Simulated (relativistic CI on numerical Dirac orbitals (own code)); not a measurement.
**Nb²⁵⁺: sensitivity of the levels to the model**

Base calculation: Dirac-Coulomb-Breit CI, KLI orbitals optimised for each configuration, a model potential for QED, unscaled Slater integrals.

Configuration list (outside the closed core [Ne]): 3s2.3p4, 3s.3p5, 3s2.3p3.3d, 3p6, 3s.3p4.3d, 3p5.3d, 3s.3p3.3d2, 3s2.3p2.3d.4p, 3p5.4s, 3s2.3p3.4s, 3s.3p3.3d.4s, 3p5.4p, 3s2.3p3.4p, 3s2.3p3.4d, 3s.3p4.4s, 3p4.3d.4p, 3s2.3p3.4f, 3s.3p4.4p, 3s.3p4.4d, 3s.3p4.4f, 3s2.3p3.5s, 3s2.3p3.5p, 3s2.3p3.5d, 3s2.3p2.4s.4p, 3s2.3p3.5f, 3s2.3p3.5g, 3s.3p3.4s2, 3s.3p4.5s, 3s.3p4.5p, 3s2.3p2.3d2, 3s2.3p.3d3, 3s.3p2.3d3, 3s2.3p.3d2.4s, 3s2.3p.3d2.4p, 3s2.3p.3d2.4d, 3p4.3d2, 3p3.3d3, 3p3.3d2.4s, 3p3.3d2.4p, 3p3.3d2.4d, 3s2.3p2.3d.4s, 3s.3p2.3d2.4s, 3s2.3p.3d.4s2, 3s2.3p.3d.4s.4p, 3s2.3p.3d.4s.4d, 3p4.3d.4s, 3p3.3d.4s2, 3p3.3d.4s.4p, 3p3.3d.4s.4d, 3s2.3p2.4s2, 3s.3p2.3d.4s2, 3s2.3p.4s2.4p, 3s2.3p.4s2.4d, 3s2.3p2.4p2, 3s2.3p.3d.4p2, 3s.3p2.3d.4p2, 3s2.3p.4s.4p2, 3s2.3p.4p3, 3s2.3p.4p2.4d. Double excitations out of closed p, d and f shells are left out; levels of such configurations are missing from the list, as are those of other unlisted configurations, and high levels can miss mixing partners. These lack a partner that the ground configuration has and come out too high: 3s2.3p3.4f, 3s.3p4.4p, 3s.3p4.4d, 3s.3p4.4f, 3s2.3p3.5s.

Variants: (1) configuration mixing switched off. Shifts of the energy above 3s2.3p4 3P_2, in cm⁻¹, for the lowest level and the first level of each name with at least 55 % of one term (blank where a level changes its place among those of its configuration and J or its character, or is not in the variant):

```csv
Level,Base,Δ(1)
3s2.3p4 3P_2,0,0
3s2.3p4 3P_1,154646,+1059
3s2.3p4 1D_2,197429,+3818
3s.3p5 3P°_2,726480,+88401
3s2.3p3.3d 5D°_1,889071,-32051
3s2.3p3.3d 5D°_4,895008,-15669
3s.3p5 3P°_0,901810,+85298
3s2.3p3.3d 3D°_1,992692,
3s2.3p3.3d 1S°_0,1003146,-7135
3s2.3p3.3d 3F°_3,1014659,-12344
3s2.3p3.3d 3D°_3,1029292,-12605
3s2.3p3.3d 3G°_4,1041937,-15533
3s2.3p3.3d 3F°_4,1062846,-13259
3s2.3p3.3d 3G°_5,1095188,-16361
3s2.3p3.3d 3P°_0,1142264,-18569
3s2.3p3.3d 3D°_2,1159530,
3s.3p4.3d 5D_3,1521536,+16013
3s.3p4.3d 5D_2,1523066,+17594
3s.3p4.3d 5D_4,1535779,+15317
3s.3p4.3d 5D_1,1536817,+20170
3s.3p4.3d 5D_0,1561575,+27742
3s.3p4.3d 5F_5,1605828,-6633
```

At this charge energies of transitions that change n are usually good to better than 1 %, and those within a shell (Δn = 0) to a few per cent.

Ionisation energy from the two ground configurations alone: base 1293.91 eV. The NIST ASD value (semi-empirical) is 1293.7 eV.

LS names give the leading component of a level, which can be under half, so a name can repeat, a term be missing and a line seem to break the LS rules.
